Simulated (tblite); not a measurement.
Here is a computed GFN2-xTB geometry (Å):
```
atom  x, y, z in Å
C1    -1.688   -1.001   -1.856
C2    -1.562   -0.289   -0.746
C3    -2.465   -0.551    0.419
F4    -3.082   -1.758    0.367
F5    -1.772   -0.544    1.592
Si6   -0.267    1.082   -0.496
C7    -1.075    2.541    0.417
C8     1.200    0.391    0.503
C9     1.864   -0.822   -0.146
C10    3.023   -1.346    0.696
H11   -1.055   -0.813   -2.705
H12   -2.416   -1.790   -1.963
H13   -3.254    0.216    0.511
H14    0.145    1.481   -1.851
H15   -1.357    2.269    1.430
H16   -0.391    3.381    0.484
H17   -1.967    2.886   -0.097
H18    0.865    0.110    1.504
H19    1.950    1.174    0.635
H20    1.125   -1.615   -0.275
H21    2.230   -0.550   -1.138
H22    3.778   -0.574    0.828
H23    3.489   -2.205    0.217
H24    2.669   -1.652    1.678
```

Charge 0, singlet.

Task: Which heavy atoms are bonded, and with what formal order?

Result: C1–C2 1.32 Å (double); C2–C3 1.50 Å (single); C3–F4 1.36 Å (single); C3–F5 1.36 Å (single); C2–Si6 1.90 Å (single); Si6–C7 1.90 Å (single); Si6–C8 1.90 Å (single); C8–C9 1.53 Å (single); C9–C10 1.52 Å (single). Bonds to hydrogen (Å): C1–H11 1.08; C1–H12 1.08; C3–H13 1.10; Si6–H14 1.47; C7–H15 1.09; C7–H16 1.09; C7–H17 1.09; C8–H18 1.09; C8–H19 1.09; C9–H20 1.09; C9–H21 1.09; C10–H22 1.09; C10–H23 1.09; C10–H24 1.09.

Task: Which species is it?

Result: `C=C(C(F)F)[Si@@H](C)CCC`, C7H14F2Si. Among its features: C=C double bond, C–F bond, Si–H bond and C–Si bond.

Task: What is the point group of this geometry?

Result: C1 (no symmetry element, even within 0.4 Å).

Task: Describe the place of each heavy atom.

Result: C1: terminal =CH2 carbon; C2: fully substituted alkene carbon; C3: CHF2 carbon; F4: fluorine of a CF2 group; F5: fluorine of a CF2 group; Si6: SiH silicon; C7: Si-methyl carbon; C8: sp3 carbon bound to silicon; C9: chain CH2 carbon; C10: methyl carbon.

Task: What is the arrangement about Si6?

Result: It has 4 neighbours (C2, C7, C8, H14) and is distorted tetrahedral (angles from 105.3° to 111.5°).

Task: What is the arrangement about C10?

Result: It has 4 neighbours (C9, H22, H23, H24) and is tetrahedral (angles from 108.3° to 110.8°).
